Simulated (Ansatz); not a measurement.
Reaction (formal exchange of groups at the Si–C bond): `O[SiH2]C(O)O` + `OC[SiH2]F` → `O[SiH2][SiH2]F` + `OCC(O)O`

Computed with Ansatz on PBE0-D4/def2-TZVP structures; ΔE is electronic, products minus reactants. CCSD(T)/CBS is the MP2 limit (def2-TZVPP, def2-QZVPP) plus CCSD(T) − MP2 in def2-TZVPP, frozen cores. This one scheme is used for every species. DFT in def2-TZVPP. Each species was taken in one conformer, which may not be the lowest.

`O[SiH2]C(O)O`:

```xyz
11

O    -0.388    1.800   -0.654
Si    0.307    0.994    0.611
C     0.251   -0.852    0.156
O    -1.117   -1.198    0.160
O     0.843   -1.079   -1.100
H    -1.329    1.656   -0.771
H    -0.404    1.241    1.894
H     1.709    1.464    0.680
H     0.816   -1.489    0.848
H    -1.195   -2.120   -0.108
H     0.507   -0.416   -1.714
```

`OC[SiH2]F`:

```xyz
9

O    -0.505   -1.661    0.145
C    -0.288   -0.389    0.742
Si    0.168    0.902   -0.541
F     1.438    0.316   -1.335
H     0.295   -1.917   -0.323
H     0.469   -0.438    1.538
H    -1.226   -0.106    1.229
H     0.564    2.193    0.079
H    -0.916    1.099   -1.533
```

`O[SiH2][SiH2]F`:

Z-matrix (Å, degrees):
```
Si
Si 1 2.348
O 1 1.653 2 104.8
H 1 1.492 2 110.9 3 -120.6
H 1 1.492 2 110.9 3 120.6
F 2 1.609 1 108.2 3 179.5
H 2 1.486 1 112.0 3 60.9
H 2 1.486 1 112.0 3 -61.8
H 3 0.958 1 118.3 2 179.8
```

`OCC(O)O`:

Cartesian coordinates in Å:
```
O 0.289 1.147 -1.192
C 0.934 0.365 -0.211
C -0.099 -0.407 0.585
O -0.682 -1.313 -0.325
O -1.052 0.443 1.138
H -0.168 0.533 -1.777
H 1.657 -0.331 -0.653
H 1.464 1.052 0.450
H 0.362 -0.942 1.424
H -1.475 -1.665 0.091
H -1.231 1.119 0.470
```

```
       level  ΔE (kJ/mol)
     ωB97M-V        -12.1
HF/CBS(def2)        -24.4
```

**Question.** What does CCSD(T)/CBS give? (An estimate is asked.)

**Answer.** The calculation gave: -18.8 kJ/mol. The listed levels differ from it by 6.7, -5.6 kJ/mol.

Largest T1 diagnostic among the species: 0.012.

From PBE to PBE0 (25 % exact exchange), in def2-TZVPP and without D4, ΔE moves by −3.8 kJ/mol. In def2-TZVPP, CCSD(T) changes the Hartree–Fock value by +4.7 kJ/mol (the triples alone add +0.7 kJ/mol) and MP2 by +9.7 kJ/mol.
